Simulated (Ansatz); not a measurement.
Relaxation of CH$_{3}$AlLiO (7 atoms, charge -1, multiplicity 1), to a largest force component of 0.02 eV/Å in at most 40 steps.

Level of theory: Ansatz, RKS B3LYP/6-31G.

```xyz
7
Properties=species:S:1:pos:R:3:forces:R:3
Li -1.533 0.517 1.419 -0.04 0.34 0.31
Al -0.957 -1.085 -0.293 0.28 2.83 2.20
C 0.593 0.461 0.005 -0.21 0.20 0.31
O -0.780 -2.245 -1.380 0.37 -2.88 -2.65
H 0.810 1.084 -0.880 -0.35 -0.09 -0.22
H 0.290 1.188 0.803 0.08 -0.02 -0.07
H 1.577 0.080 0.326 -0.13 -0.38 0.13
```

Q: Where does it end, and by what steps?

A: The forces met the threshold. Limits of this set-up: no polarisation functions, an anion without diffuse functions, the dipole of an ion depends on the origin. After 15 steps the energy has fallen by 0.394 eV; Li1 moved furthest, 0.84 Å. Joined: Li1–C3.

```json
{"step": "0", "energy less start (eV)": "0.0000", "largest force component (eV/Å)": "2.879", "accepted": "yes"}
{"step": "1", "energy less start (eV)": "-0.2192", "largest force component (eV/Å)": "1.537", "accepted": "yes"}
{"step": "2", "energy less start (eV)": "-0.2891", "largest force component (eV/Å)": "0.454", "accepted": "yes"}
{"step": "3", "energy less start (eV)": "-0.2988", "largest force component (eV/Å)": "0.098", "accepted": "yes"}
{"step": "4", "energy less start (eV)": "-0.3003", "largest force component (eV/Å)": "0.058", "accepted": "yes"}
{"step": "5", "energy less start (eV)": "-0.2886", "largest force component (eV/Å)": "0.633", "accepted": "no"}
{"step": "6", "energy less start (eV)": "-0.3055", "largest force component (eV/Å)": "0.205", "accepted": "yes"}
{"step": "7", "energy less start (eV)": "-0.3087", "largest force component (eV/Å)": "0.321", "accepted": "yes"}
{"step": "8", "energy less start (eV)": "-0.3096", "largest force component (eV/Å)": "0.175", "accepted": "yes"}
{"step": "9", "energy less start (eV)": "-0.3106", "largest force component (eV/Å)": "0.446", "accepted": "yes"}
{"step": "10", "energy less start (eV)": "-0.3192", "largest force component (eV/Å)": "0.536", "accepted": "yes"}
{"step": "11", "energy less start (eV)": "-0.3559", "largest force component (eV/Å)": "0.209", "accepted": "yes"}
{"step": "12", "energy less start (eV)": "-0.3790", "largest force component (eV/Å)": "0.227", "accepted": "yes"}
{"step": "13", "energy less start (eV)": "-0.3925", "largest force component (eV/Å)": "0.046", "accepted": "yes"}
{"step": "14", "energy less start (eV)": "-0.3930", "largest force component (eV/Å)": "0.050", "accepted": "yes"}
{"step": "15", "energy less start (eV)": "-0.3936", "largest force component (eV/Å)": "0.008", "accepted": "yes"}
```

```xyz
7
Properties=species:S:1:pos:R:3
Li -0.783 0.278 1.724
Al -0.946 -1.134 -0.304
C 0.446 0.493 0.075
O -0.877 -1.973 -1.777
H 1.054 0.544 -0.837
H -0.039 1.488 0.198
H 1.145 0.304 0.922
```

Whether the end is a true minimum wasn't checked by a vibrational analysis.

The run took 28 s on 1 thread of Arm Neoverse V2, with other jobs on the host, peak memory 0.14 GiB.
